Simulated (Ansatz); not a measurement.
A nudged elastic band was laid between two geometries of CH5ClFNSi (10 atoms, charge 0, multiplicity 1).

These are results of RHF/def2-SVP (Ansatz 0.2.0), not measurements.

```
movable images  : 9
climbing image  : yes
spring          : 5.0 eV/Å²
optimiser       : quadratic models (default)
start path      : through a guess of the saddle point
force threshold : 0.03 eV/Å
iteration limit : 60
end points      : relaxed
```

Initial state:

```xyz
10
Properties=species:S:1:pos:R:3
F 1.001 0.581 1.999
C -0.128 0.659 1.239
N -0.246 -0.436 0.354
Si 0.282 -0.502 -1.280
Cl -1.199 0.109 -2.611
H -0.971 0.698 1.928
H -0.077 1.594 0.683
H -0.591 -1.275 0.779
H 1.411 0.419 -1.477
H 0.601 -1.898 -1.612
```

Final state:

```xyz
10
Properties=species:S:1:pos:R:3
F 0.958 0.701 1.537
C -0.232 0.470 0.968
N -0.110 -0.740 0.164
Si 0.876 -0.633 -1.692
Cl -0.844 0.477 -2.465
H -0.971 0.339 1.759
H -0.506 1.294 0.317
H 0.304 -1.473 0.722
H 1.637 0.574 -1.206
H -1.029 -1.061 -0.101
```

(1) Which bonds break or form, and what moves?

(2) Give the energies along the band, and the barrier.

(3) What is the geometry of the highest image?

The band took 15 iterations and roughly 5 core-minutes.

Results:

(1) Bonds broken: Si4–H10. Bonds formed: N3–H10.

(2) The forces met the threshold. The highest image is number 6 of 0 to 10, 93.8 kcal/mol above the first end and 53.3 kcal/mol above the last; the last end lies 40.5 kcal/mol above the first. Neighbouring images differ by up to 3.1 eV, so the band resolves the path poorly. A vibrational analysis at the climbing image gives one clearly imaginary mode, 2069i cm⁻¹: a first-order saddle point. The orbitals stay closed-shell, which can raise the energy where a bond breaks towards radicals; this wasn't checked here.

```
image  path coordinate (Å)  energy (kcal/mol)  Si4–H10 (Å)  N3–H10 (Å)
    0                 0.00                0.0         1.47        2.59
    1                 0.79                0.1         1.47        2.57
    2                 1.58                0.4         1.47        2.57
    3                 2.37                1.3         1.47        2.60
    4                 3.15                2.2         1.47        2.65
    5                 3.94               22.6         1.46        2.15
    6                 4.73               93.8         1.60        1.38
    7                 5.50               46.9         2.32        1.01
    8                 6.27               42.4         2.56        1.01
    9                 7.03               41.2         2.55        1.01
   10                 7.80               40.5         2.52        1.01
```

(3) 
```xyz
10
Properties=species:S:1:pos:R:3
F 0.563 1.416 1.302
C -0.425 0.512 1.094
N 0.042 -0.585 0.311
Si 0.332 -0.625 -1.586
Cl -0.220 1.290 -2.225
H -0.767 0.170 2.069
H -1.235 1.012 0.570
H 0.668 -1.195 0.814
H 1.800 -0.690 -1.772
H -0.675 -1.356 -0.574
```

The run took 2.7 min on 2 threads of Arm Neoverse V1, on a shared host, peak memory 0.21 GiB.
